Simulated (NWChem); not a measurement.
System: K cation

Excerpt of the output:

```
             Northwest Computational Chemistry Package (NWChem) 7.3.0
             --------------------------------------------------------

                             Geometry "geometry" -> ""
                             -------------------------

 Output coordinates in angstroms (scale by  1.889725989 to convert to a.u.)

  No.       Tag          Charge          X              Y              Z
 ---- ---------------- ---------- -------------- -------------- --------------
    1 K                   19.0000     0.00000000     0.00000000     0.00000000

 Effective nuclear repulsion energy (a.u.)       0.0000000000

                                 NWChem DFT Module
                                 -----------------

 Summary of "ao basis" -> "ao basis" (spherical)
 ------------------------------------------------------------------------------
       Tag                 Description            Shells   Functions and Types
 ---------------- ------------------------------  ------  ---------------------
 K                           6-31g*                 10       22   5s4p1d

            General Information
            -------------------
          SCF calculation type: DFT
          Wavefunction type:  closed shell.
          No. of atoms     :     1
          No. of electrons :    18
           Alpha electrons :     9
            Beta electrons :     9
          Charge           :     1
          Spin multiplicity:     1
          Use of symmetry is: off; symmetry adaption is: off
          Maximum number of iterations: 150
          AO basis - number of functions:    22
                     number of shells:    10
          Convergence on energy requested:  1.00D-06
          Convergence on density requested:  1.00D-05
          Convergence on gradient requested:  5.00D-04

              XC Information
              --------------
                       M06-2X Method XC Functional
                     Hartree-Fock (Exact) Exchange  0.540
                        M06-2X Exchange Functional  1.000
                      M06-2X Correlation Potential  1.000

             Grid Information
             ----------------
          Grid used for XC integration:  xfine
          Radial quadrature: Mura-Knowles
          Angular quadrature: Lebedev.
          Tag              B.-S. Rad. Rad. Pts. Rad. Cut. Ang. Pts.
          ---              ---------- --------- --------- ---------
          K                   2.20      160          14.0      1454
          Grid pruning is: on
          Number of quadrature shells:   160
          Spatial weights used:  Erf1

      Superposition of Atomic Density Guess
      -------------------------------------

 Sum of atomic energies:        -599.11896522

 Renormalizing density from      19.00 to     18

      Non-variational initial energy
      ------------------------------

 Total energy =    -578.747736
 1-e energy   =    -780.387425
 2-e energy   =     201.639689
 HOMO         =      -1.641786
 LUMO         =      -0.289146

     ---------------------------------------------
      Total Density - Mulliken Population Analysis
     ---------------------------------------------

    Atom       Charge   Shell Charges
 -----------   ------   -------------------------------------------------------
    1 K   19    18.00   2.00  2.00  6.00  2.01  6.07 -0.02 -0.09  0.01  0.02  0.00

   convergence    iter        energy       DeltaE   RMS-Dens  Diis-err
 ---------------- ----- ----------------- --------- --------- ---------
 d= 0,ls=0.0,diis     1   -599.6881140625 -6.00D+02  2.04D-02  7.48D-02
 d= 0,ls=0.0,diis     2   -599.7007417238 -1.26D-02  5.25D-04  7.48D-05
 d= 0,ls=0.0,diis     3   -599.7007229781  1.87D-05  6.88D-05  4.54D-07
 d= 0,ls=0.0,diis     4   -599.7007230940 -1.16D-07  2.99D-06  1.52D-09

         Total DFT energy =     -599.700723094018
      One electron energy =     -819.585691534089
           Coulomb energy =      253.189635947366
    Exchange-Corr. energy =      -33.304667507295
 Nuclear repulsion energy =        0.000000000000

 Numeric. integr. density =       17.999999999999

                       DFT Final Molecular Orbital Analysis
                       ------------------------------------

 Vector    7  Occ=2.000000D+00  E=-1.063811D+00
              MO Center= -2.1D-17,  1.0D-17,  1.1D-16, r^2= 6.8D-01
   Bfn.  Coefficient  Atom+Function         Bfn.  Coefficient  Atom+Function
  ----- ------------  ---------------      ----- ------------  ---------------
     9      0.768728  1 K  pz                 7     -0.568911  1 K  px
     8     -0.428594  1 K  py                 5     -0.232631  1 K  pz
     3      0.172163  1 K  px                 4      0.129700  1 K  py

 Vector    8  Occ=2.000000D+00  E=-1.063811D+00
              MO Center= -9.6D-17, -1.2D-17, -3.3D-16, r^2= 6.8D-01
   Bfn.  Coefficient  Atom+Function         Bfn.  Coefficient  Atom+Function
  ----- ------------  ---------------      ----- ------------  ---------------
     7      0.728028  1 K  px                 9      0.697802  1 K  pz
     8      0.285205  1 K  py                 3     -0.220314  1 K  px
     5     -0.211167  1 K  pz                 4     -0.086308  1 K  py

 Vector    9  Occ=2.000000D+00  E=-1.063811D+00
              MO Center=  3.5D-16, -1.8D-16, -6.1D-16, r^2= 6.8D-01
   Bfn.  Coefficient  Atom+Function         Bfn.  Coefficient  Atom+Function
  ----- ------------  ---------------      ----- ------------  ---------------
     8      0.912831  1 K  py                 7     -0.494581  1 K  px
     4     -0.276239  1 K  py                 3      0.149669  1 K  px
     9      0.142913  1 K  pz                 5     -0.043248  1 K  pz

 Vector   10  Occ=0.000000D+00  E=-2.000403D-01
              MO Center= -1.2D-15,  5.2D-15,  3.2D-15, r^2= 6.8D+00
   Bfn.  Coefficient  Atom+Function         Bfn.  Coefficient  Atom+Function
  ----- ------------  ---------------      ----- ------------  ---------------
    10      0.991962  1 K  s                  6      0.210301  1 K  s
     2      0.096315  1 K  s                 14      0.030605  1 K  s

 Vector   11  Occ=0.000000D+00  E=-1.282722D-01
              MO Center=  1.6D-15,  6.0D-16, -1.0D-15, r^2= 1.1D+01
   Bfn.  Coefficient  Atom+Function         Bfn.  Coefficient  Atom+Function
  ----- ------------  ---------------      ----- ------------  ---------------
    11      0.696493  1 K  px                13     -0.558013  1 K  pz
     7     -0.183850  1 K  px                12      0.162133  1 K  py
     9      0.147296  1 K  pz                15      0.110571  1 K  px
    17     -0.088586  1 K  pz                 3      0.043116  1 K  px
     8     -0.042798  1 K  py                 5     -0.034544  1 K  pz

 Vector   12  Occ=0.000000D+00  E=-1.282722D-01
              MO Center=  1.5D-15, -3.1D-15,  9.2D-16, r^2= 1.1D+01
   Bfn.  Coefficient  Atom+Function         Bfn.  Coefficient  Atom+Function
  ----- ------------  ---------------      ----- ------------  ---------------
    12      0.798412  1 K  py                11     -0.366613  1 K  px
    13     -0.225612  1 K  pz                 8     -0.210754  1 K  py
    16      0.126751  1 K  py                 7      0.096773  1 K  px
     9      0.059554  1 K  pz                15     -0.058201  1 K  px
     4      0.049425  1 K  py                17     -0.035817  1 K  pz

     ---------------------------------------------
      Total Density - Mulliken Population Analysis
     ---------------------------------------------

    Atom       Charge   Shell Charges
 -----------   ------   -------------------------------------------------------
    1 K   19    18.00   2.00  2.00  6.00  2.00  6.01  0.00 -0.01 -0.00  0.00  0.00

     -------------------------------------------
      Total Density - Lowdin Population Analysis
     -------------------------------------------

    Atom       Charge   Shell Charges
 -----------   ------   -------------------------------------------------------
    1 K   19    18.00   2.00  2.00  6.00  1.96  5.91  0.01  0.09  0.03  0.00  0.00

            General Information
            -------------------
          SCF calculation type: DFT
          Wavefunction type:  closed shell.
          No. of atoms     :     1
          No. of electrons :    18
           Alpha electrons :     9
            Beta electrons :     9
          Charge           :     1
          Spin multiplicity:     1
          Use of symmetry is: off; symmetry adaption is: off
          Maximum number of iterations: 150
          AO basis - number of functions:    22
                     number of shells:    10
          Convergence on energy requested:  1.00D-06
          Convergence on density requested:  1.00D-05
          Convergence on gradient requested:  5.00D-04

              XC Information
              --------------
                       M06-2X Method XC Functional
                     Hartree-Fock (Exact) Exchange  0.540
                        M06-2X Exchange Functional  1.000
                      M06-2X Correlation Potential  1.000

             Grid Information
             ----------------
          Grid used for XC integration:  xfine
          Radial quadrature: Mura-Knowles
          Angular quadrature: Lebedev.
          Tag              B.-S. Rad. Rad. Pts. Rad. Cut. Ang. Pts.
          ---              ---------- --------- --------- ---------
          K                   2.20      160          14.0      1454
          Grid pruning is: on
          Number of quadrature shells:   160
          Spatial weights used:  Erf1

          Convergence Information
          -----------------------
          Convergence aids based upon iterative change in
          total energy or number of iterations.
          Levelshifting, if invoked, occurs when the
          HOMO/LUMO gap drops below (HL_TOL):  1.00D-02
          DIIS, if invoked, will attempt to extrapolate
          using up to (NFOCK): 10 stored Fock matrices.

                    Damping( 0%)  Levelshifting(0.5)       DIIS
                  --------------- ------------------- ---------------
          dE  on:    start            ASAP                start
          dE off:    2 iters        150 iters           150 iters

                            NWChem DFT Gradient Module
                            --------------------------

  charge          =   1.00
  wavefunction    = closed shell

                         DFT ENERGY GRADIENTS

    atom               coordinates                        gradient
                 x          y          z           x          y          z
   1 K       0.000000   0.000000   0.000000    0.000000   0.000000   0.000000
```

Level: M06-2X/6-31G* (spherical d). 

**Question.** Which NWChem input produces such a log?

**Answer.** Several could match; the one computed here: the input that was run:
```
start job
memory heap 200 mb stack 900 mb global 1100 mb
charge 1
geometry units angstroms noautoz
  K      0.000000     0.000000     0.000000
end
basis spherical
  K library 6-31g*
end
dft
  xc m06-2x
  grid xfine
  iterations 150
  mulliken
end
task dft gradient
```
